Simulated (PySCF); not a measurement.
Rows and methods have been separated. Pair them.

Ge(SH)2H2.
SMILES: `[GeH2]([SH])[SH]`

The closed-shell ground state was solved 3 times with PySCF (density fitting, gas phase), always in the pcSseg-1 (pcSseg-2 on Ge) basis (131 functions), with these functionals: B3LYP, PBE and PBE0. Isolated species at its PBE0-D3(BJ)/def2-SVP geometry (one conformer only). Relativistic effects, spin–orbit coupling among them, are left out although an element past zinc is present.

| row | total energy (Eh) | HOMO (eV) | LUMO (eV) | dipole (D) |
| --- | --- | --- | --- | --- |
| P | -2875.9376 | -7.11 | -0.77 | 0.18 |
| Q | -2875.1928 | -6.15 | -1.42 | 0.12 |
| R | -2875.3027 | -7.37 | -0.51 | 0.19 |

Which functional belongs to which row?

P = B3LYP, Q = PBE, R = PBE0. By rising HOMO–LUMO gap: PBE (GGA) 4.73 eV; B3LYP (global hybrid, 20 % exact exchange) 6.34 eV; PBE0 (global hybrid, 25 % exact exchange) 6.86 eV. Total energies of different functionals aren't bounds to one another; each is stationary for its own functional.
